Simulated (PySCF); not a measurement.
[Ta(Cl)2(F)3] (charge 0, multiplicity 1)

Computed with PySCF with TPSSh-D3(BJ)/def2-TZVP // PBE-D3(BJ)/def2-SVP.

- HOMO = -9.48 eV
- dipole moment = 0.68 D
- HOMO–LUMO gap = 5.88 eV
- LUMO = -3.60 eV
- charge on the central atom (Mulliken) = 1.54 e
- total energy = -34761.92 eV
- cost = roughly 9 core-minutes

```xyz
6

Ta    -0.0145    -0.0009    -0.0021
Cl    -1.5216     0.8014     1.5327
Cl    -0.9036    -0.9565    -1.8908
F      0.1067     1.6924    -0.8498
F      1.8343     0.1173     0.2709
F      0.0677    -1.6813     0.8755
```
Charge 0, spin multiplicity 1.
